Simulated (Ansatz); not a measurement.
`CO[SiH](O)O` → `[CH3]`• + `[O][SiH](O)O`•  (homolysis of the C–O bond)

Calculated with Ansatz (gas phase, PBE0-D4/def2-TZVP geometries, no zero-point term in ΔE). CCSD(T)/CBS adds triple-zeta CCSD(T) − MP2 to the extrapolated MP2 energy (def2 sets, frozen cores). This one scheme is used for every species. DFT in def2-TZVPP. B3LYP here is the variant with VWN-RPA as its local correlation; programs differ in this. HSE06 is defined as in plane-wave codes. Open shells (•) are unrestricted, without spin–orbit coupling. Each species was taken in one conformer, which may not be the lowest.

`CO[SiH](O)O`:

Z-matrix (Å, degrees):
```
C
O 1 1.410
H 1 1.091 2 108.4
H 1 1.096 2 111.7 3 119.3
H 1 1.094 2 111.1 3 -119.3
Si 2 1.636 1 123.8 3 -168.4
O 6 1.634 2 105.6 1 174.9
O 6 1.631 2 114.3 1 -65.5
H 6 1.477 2 109.6 1 51.7
H 7 0.958 6 116.4 2 -25.2
H 8 0.959 6 117.5 2 -75.5
```

`[CH3]`•:

Z-matrix (Å, degrees):
```
C
H 1 1.080
H 1 1.080 2 120.0
H 1 1.080 2 120.0 3 180.0
```

`[O][SiH](O)O`•:

Cartesian coordinates in Å:
```
O 0.552 0.177 1.744
Si -0.025 0.319 0.197
O 1.070 0.645 -0.957
O -0.780 -1.055 -0.264
H -0.881 1.513 0.397
H 1.354 -0.078 -1.518
H -1.289 -1.522 0.401
```

```json
{"level": "LDA (SPW92)", "ΔE (kcal/mol)": "120.1", "difference from CCSD(T)/CBS": "17.2"}
{"level": "PBE-D4", "ΔE (kcal/mol)": "99.9", "difference from CCSD(T)/CBS": "-3.0"}
{"level": "revPBE-D4", "ΔE (kcal/mol)": "96.0", "difference from CCSD(T)/CBS": "-6.9"}
{"level": "BLYP-D4", "ΔE (kcal/mol)": "95.2", "difference from CCSD(T)/CBS": "-7.7"}
{"level": "r2SCAN-D4", "ΔE (kcal/mol)": "93.5", "difference from CCSD(T)/CBS": "-9.4"}
{"level": "B97M-V", "ΔE (kcal/mol)": "96.4", "difference from CCSD(T)/CBS": "-6.5"}
{"level": "PBE0-D4", "ΔE (kcal/mol)": "98.7", "difference from CCSD(T)/CBS": "-4.2"}
{"level": "B3LYP-D4", "ΔE (kcal/mol)": "96.5", "difference from CCSD(T)/CBS": "-6.4"}
{"level": "r2SCAN0-D4", "ΔE (kcal/mol)": "92.5", "difference from CCSD(T)/CBS": "-10.4"}
{"level": "HSE06-D4", "ΔE (kcal/mol)": "98.8", "difference from CCSD(T)/CBS": "-4.1"}
{"level": "BHLYP-D4", "ΔE (kcal/mol)": "92.6", "difference from CCSD(T)/CBS": "-10.3"}
{"level": "CAM-B3LYP-D4", "ΔE (kcal/mol)": "98.9", "difference from CCSD(T)/CBS": "-4.0"}
{"level": "ωB97X-V", "ΔE (kcal/mol)": "101.3", "difference from CCSD(T)/CBS": "-1.6"}
{"level": "ωB97M-V", "ΔE (kcal/mol)": "101.3", "difference from CCSD(T)/CBS": "-1.6"}
{"level": "B2PLYP", "ΔE (kcal/mol)": "98.2", "difference from CCSD(T)/CBS": "-4.7"}
{"level": "PBE", "ΔE (kcal/mol)": "98.3", "difference from CCSD(T)/CBS": "-4.6"}
{"level": "revPBE", "ΔE (kcal/mol)": "91.5", "difference from CCSD(T)/CBS": "-11.4"}
{"level": "BLYP", "ΔE (kcal/mol)": "91.8", "difference from CCSD(T)/CBS": "-11.1"}
{"level": "r2SCAN", "ΔE (kcal/mol)": "93.0", "difference from CCSD(T)/CBS": "-9.9"}
{"level": "PBE0", "ΔE (kcal/mol)": "97.3", "difference from CCSD(T)/CBS": "-5.6"}
{"level": "B3LYP", "ΔE (kcal/mol)": "94.0", "difference from CCSD(T)/CBS": "-8.9"}
{"level": "r2SCANh", "ΔE (kcal/mol)": "92.7", "difference from CCSD(T)/CBS": "-10.2"}
{"level": "r2SCAN0", "ΔE (kcal/mol)": "92.0", "difference from CCSD(T)/CBS": "-10.9"}
{"level": "HSE06", "ΔE (kcal/mol)": "97.5", "difference from CCSD(T)/CBS": "-5.4"}
{"level": "BHLYP", "ΔE (kcal/mol)": "90.7", "difference from CCSD(T)/CBS": "-12.2"}
{"level": "CAM-B3LYP", "ΔE (kcal/mol)": "97.5", "difference from CCSD(T)/CBS": "-5.4"}
{"level": "LC-ωPBE", "ΔE (kcal/mol)": "98.2", "difference from CCSD(T)/CBS": "-4.7"}
{"level": "RPA@PBE/def2-TZVPP", "ΔE (kcal/mol)": "96.6", "difference from CCSD(T)/CBS": "-6.3"}
{"level": "HF/def2-SVP", "ΔE (kcal/mol)": "66.5", "difference from CCSD(T)/CBS": "-36.4"}
{"level": "MP2/def2-SVP", "ΔE (kcal/mol)": "106.1", "difference from CCSD(T)/CBS": "3.2"}
{"level": "CCSD/def2-SVP", "ΔE (kcal/mol)": "97.1", "difference from CCSD(T)/CBS": "-5.8"}
{"level": "CCSD(T)/def2-SVP", "ΔE (kcal/mol)": "99.1", "difference from CCSD(T)/CBS": "-3.8"}
{"level": "HF/def2-TZVPP", "ΔE (kcal/mol)": "62.8", "difference from CCSD(T)/CBS": "-40.1"}
{"level": "SCS-MP2/def2-TZVPP", "ΔE (kcal/mol)": "104.6", "difference from CCSD(T)/CBS": "1.7"}
{"level": "HF/def2-QZVPP", "ΔE (kcal/mol)": "63.0", "difference from CCSD(T)/CBS": "-39.9"}
{"level": "MP2/def2-QZVPP", "ΔE (kcal/mol)": "110.0", "difference from CCSD(T)/CBS": "7.1"}
{"level": "SCS-MP2/def2-QZVPP", "ΔE (kcal/mol)": "106.6", "difference from CCSD(T)/CBS": "3.7"}
{"level": "HF/CBS(def2)", "ΔE (kcal/mol)": "63.0", "difference from CCSD(T)/CBS": "-39.9"}
{"level": "MP2/CBS(def2)", "ΔE (kcal/mol)": "111.3", "difference from CCSD(T)/CBS": "8.4"}
{"level": "CCSD/CBS(def2)", "ΔE (kcal/mol)": "99.9", "difference from CCSD(T)/CBS": "-3.0"}
{"level": "CCSD(T)/CBS", "ΔE (kcal/mol)": "102.9", "difference from CCSD(T)/CBS": "0"}
```

Q: What do rigid-rotor, harmonic-oscillator terms from PBE0-D4/def2-TZVP frequencies (298.15 K, 1 bar) make of the CCSD(T)/CBS value? (Estimate.)

A: Ansatz gave: ΔZPE = -6.9 kcal/mol, ΔH = +97.3 kcal/mol, ΔS = 153 J/(mol·K), ΔG = +86.3 kcal/mol. Open shells count their whole term as degenerate.

Largest T1 diagnostic among the species: 0.015.

Leaving LDA and LC-ωPBE aside and taking each functional with its dispersion term where it has one, the values spread over 8.8 kcal/mol, from r2SCAN0-D4 to ωB97M-V. LDA lies +21.8 kcal/mol from PBE without D4, its usual overbinding. In def2-TZVPP, CCSD(T) changes the Hartree–Fock value by +36.9 kcal/mol (the triples alone add +3.1 kcal/mol) and MP2 by +45.3 kcal/mol; breaking electron pairs costs correlation energy, which Hartree–Fock lacks. The D4 term adds +2.5 kcal/mol with B3LYP and +1.4 kcal/mol with PBE0; it sums over pairs of atoms, weighted by their polarisabilities, and B3LYP, whose exchange is more repulsive, gets the larger term.
